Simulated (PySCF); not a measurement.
Compound: diboron tetrachloride, B₂Cl₄.
Structure used (PBE0-D3(BJ)/def2-SVP), in Å, numbered top down from 1:
```
atom  x, y, z in Å
Cl1   -1.6614   -1.2678    0.9307
B2    -0.8274   -0.1084   -0.0759
Cl3   -1.7451    0.8634   -1.2011
B4     0.8522    0.0758    0.0384
Cl5    1.9153   -0.9004   -0.9454
Cl6    1.5358    1.2454    1.1410
```

Method used: core-valence-separated Tamm–Dancoff BHandHLYP/aug-pcX-1 (def2-SVPD on Cl) in PySCF, non-relativistic, gas phase, PBE0-D3(BJ)/def2-SVP geometry. The energies are unshifted.

The lowest roots of each edge with f over 0.003 (five at most, numbered afresh; weaker and dark ones are left out), with transition dipoles (au) in the frame of the coordinates:

| root | edge | E (eV) | μx | μy | μz |
| --- | --- | --- | --- | --- | --- |
| 1 | B | 187.67 | 0.0169 | -0.1256 | -0.0631 |
| 2 | B | 187.67 | 0.0024 | 0.0625 | -0.1288 |
| 3 | B | 190.91 | 0.0017 | -0.0346 | 0.0341 |
| 4 | B | 190.92 | 0.0066 | -0.0359 | -0.0322 |
| 5 | B | 193.21 | 0.0980 | 0.0105 | 0.0067 |

Task: What are the oscillator strengths?

Result: f = (2/3) ΔE |μ|², with ΔE in hartree (27.2114 eV):

| root | ΔE (Eh) | \|μ\|² (au) | f | core hole on |
| --- | --- | --- | --- | --- |
| 1 | 6.8967 | 0.020038 | 0.092 | B2/B4 |
| 2 | 6.8968 | 0.020509 | 0.094 | B2/B4 |
| 3 | 7.0156 | 0.002361 | 0.011 | B2/B4 |
| 4 | 7.0160 | 0.002365 | 0.011 | B2/B4 |
| 5 | 7.1002 | 0.009766 | 0.046 | B2/B4 |

Task: Molecules are fixed in this frame and the field points along x. What effective strengths 3 f cos²θ do the roots have (θ between field and μ)?

Result: root 1 (B2/B4): 0.004, root 2 (B2/B4): 0.000, root 3 (B2/B4): 0.000, root 4 (B2/B4): 0.001, root 5 (B2/B4): 0.136. Root 5 is the strongest. Averaged over all orientations cos²θ is 1/3, which gives f back. For degenerate partners only the sum has meaning, as the program may mix them freely.

